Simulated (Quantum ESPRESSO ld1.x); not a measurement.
Problem. Tm2+, configuration [Xe] 4f13. All-electron calculation, Dirac Kohn-Sham, LDA (Slater exchange, Perdew-Zunger correlation), spin-unpolarised, spherical densities, point nucleus; open shells fill j = l - 1/2 first. Program: ld1.x of Quantum ESPRESSO 7.5.

Spin-orbit splittings of the eigenvalues, e(l+1/2) - e(l-1/2), with zeta = 2 splitting/(2l+1) and mean radii in bohr:

| shell | occ. | splitting (eV) | zeta (eV) | <r> j=l-1/2 | <r> j=l+1/2 |
|---|---|---|---|---|---|
| 2p | 6 | 979.2 | 652.8 | 0.07010 | 0.07749 |
| 3p | 6 | 206.7 | 137.8 | 0.2104 | 0.2243 |
| 3d | 10 | 45.21 | 18.08 | 0.1974 | 0.2017 |
| 4p | 6 | 46.85 | 31.23 | 0.5063 | 0.5386 |
| 4d | 10 | 8.519 | 3.408 | 0.5655 | 0.5770 |
| 4f | 13 | 1.202 | 0.3434 | 0.7888 | 0.8086 |
| 5p | 6 | 5.815 | 3.877 | 1.386 | 1.498 |
| 5d | 0 | ? | ? | 2.362 | 2.422 |

Estimate the 5d splitting.

Solution. 0.3777 eV (zeta = 0.1511 eV).
